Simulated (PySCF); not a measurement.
C6H7NO.
SMILES with atom numbers: `[CH3:1][O:2][c:3]1[cH:4][cH:5][cH:6][cH:7][n:8]1` (hydrogens: H9, H10, H11 on C1; H12 on C4; H13 on C5; H14 on C6; H15 on C7)

Cartesian coordinates in Å at the PBE0-D3(BJ)/def2-SVP level; atoms count from 1:
```
atom  x, y, z in Å
C1    -2.7339    0.2092    0.1899
O2    -1.6926   -0.7003   -0.0887
C3    -0.4391   -0.2377   -0.0363
C4     0.5937   -1.1490   -0.3248
C5     1.8950   -0.6833   -0.2733
C6     2.1339    0.6562    0.0589
C7     1.0355    1.4621    0.3232
N8    -0.2262    1.0278    0.2775
H9    -2.7261    1.0556   -0.5141
H10   -3.6676   -0.3580    0.0881
H11   -2.6482    0.6179    1.2086
H12    0.3456   -2.1807   -0.5776
H13    2.7267   -1.3583   -0.4908
H14    3.1466    1.0594    0.1102
H15    1.1720    2.5171    0.5876
```

Method used: PySCF, TDDFT wB97X-D/def2-SVPD, vertical, gas phase, core orbitals frozen in the response.

Transition dipole moments from the ground state, in atomic units and in the frame of the coordinates above (overall signs are arbitrary), for the states with f of 0.002 or more among the lowest 9:

```csv
state,E (eV),μx,μy,μz
S1,5.193,0.269,0.691,0.164
S2,5.480,-0.009,0.033,-0.139
S4,6.117,1.004,-0.229,-0.110
S6,7.301,-1.777,-0.326,0.008
S7,7.505,-0.195,1.014,0.272
S8,7.653,0.016,-0.096,0.368
S9,7.900,0.012,-0.060,0.230
```

What oscillator strength does each state have?

f = (2/3) ΔE |μ|² with ΔE in hartree (27.2114 eV).

| state | \|μ\|² (au) | \|μ\| (D) | f |
| --- | --- | --- | --- |
| S1 | 0.577 | 1.93 | 0.073 |
| S2 | 0.020 | 0.36 | 0.003 |
| S4 | 1.072 | 2.63 | 0.161 |
| S6 | 3.263 | 4.59 | 0.584 |
| S7 | 1.140 | 2.71 | 0.210 |
| S8 | 0.145 | 0.97 | 0.027 |
| S9 | 0.057 | 0.60 | 0.011 |

Label these states by symmetry in Cs.

Polarised normal to the mirror plane, so A″: S2, S8 and S9. Polarised in the mirror plane, so A′: S1, S4, S6 and S7.

What angle do the transition dipoles of S6 and S8 make?

|cos θ| = |μa·μb| / (|μa| |μb|) = 0.01, so θ ≈ 90° (taken between 0 and 90°, since the signs are arbitrary).

What peak molar absorption coefficient would the strongest computed level give as a lone Gaussian band 0.5 eV wide at half height?

ε(max) = 2.175×10⁸ f / FWHM, with the width in cm⁻¹. S6: 2.175×10⁸ × 0.5837 / 4033 ≈ 31000 L mol⁻¹ cm⁻¹.

The vertical ionisation energy (ΔSCF) is 8.70 eV, 0.80 eV above S9.

Hardware: Arm Neoverse V2, one thread, shared host. Cost: 1.7 min wall.

One conformer stands for the species.
